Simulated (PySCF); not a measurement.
## MB for M along group 11

MP2 with triple-zeta basis sets in PySCF, for the lowest determinant that a PBE0 search found; no spin–orbit coupling. De refers to high-spin ground-configuration atoms.

```csv
M,basis,"reference, frozen orbitals",state (unpaired electrons),Re (Å),ωe (cm⁻¹),De (eV)
Cu,def2-TZVPP,"RHF, 6",singlet (closed shell),1.863,544,n/a
Ag,x2c-TZVPPall,"RHF, 15",singlet (closed shell),1.974,503,n/a
Au,x2c-TZVPPall,"RHF, 24",singlet (closed shell),1.848,782,n/a
```

The shortest bond is that of BAu (1.848 Å), the longest that of AgB (1.974 Å).

The rows differ in basis set, which adds steps of its own.

Down a group the atoms grow and get heavier, so bonds lengthen and wavenumbers fall; the exceptions here are the shorter bond at Au and the higher wavenumber at Au. Relativity and the filled 4f shell contract the atoms of the sixth period.

Correlated steps freeze the inner cores (6 to 24 orbitals); shallow outer-core shells are correlated. These are scalar-relativistic numbers at best; spin–orbit coupling would shift them, the dissociation energy most.
